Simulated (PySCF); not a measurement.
F3Ge, SMILES [F][Ge]([F])[F] (connectivity only; charge and spin as stated), charge +1, multiplicity 1. Atoms are numbered in the order given.

```xyz
4

F      1.6687     0.0000     0.0000
Ge     0.0000     0.0000     0.0000
F     -0.8343     1.4451     0.0000
F     -0.8343    -1.4451     0.0000
```
Charge +1, spin multiplicity 1.

The structure is a stationary point at B3LYP-D3(BJ)/def2-SVP. The multiplicity is an assumed one; other spin states were not compared. The isomer is the one that the SMILES or the coordinates give; other isomers of the formula were not compared.

Level of theory: r2SCAN/def2-TZVPD in PySCF.

ESP charges are fitted to the potential on shells at 1.4 to 2.0 van der Waals radii. Atomic charges (e):

```tsv
atom	ESP fit	IAO
F1	[?]	-0.35
Ge2	[?]	2.05
F3	[?]	-0.35
F4	[?]	-0.35
```

Problem. Fill in the missing entries. (Estimate from the structure and the level; the computed values follow.)

Solution. 
- F1, ESP fit: -0.15
- Ge2, ESP fit: 1.44
- F3, ESP fit: -0.15
- F4, ESP fit: -0.15
